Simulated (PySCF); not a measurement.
B(F)2(Me) (CH3BF2), SMILES FB(C)F.

The structure is a stationary point at PBE-D3(BJ)/def2-SVP.

Method: HF/def2-TZVPD (PySCF).

Gas-phase values at a fixed geometry.

| Item | Result |
|---|---|
| total energy | -263.43342 hartree |
| highest occupied level | -14.30 eV |
| lowest empty level | 1.26 eV |
| orbital gap | 15.56 eV |
| dipole moment | 1.89 D |
| quadrupole, principal values (traceless, Buckingham form, about the centre of nuclear charge) | -3.48, -0.20, 3.68 D·Å |
| mean static polarisability | 25.6 bohr³ (3.80 Å³) |
| polarisability, principal values | 23.3, 26.2, 27.4 bohr³ |
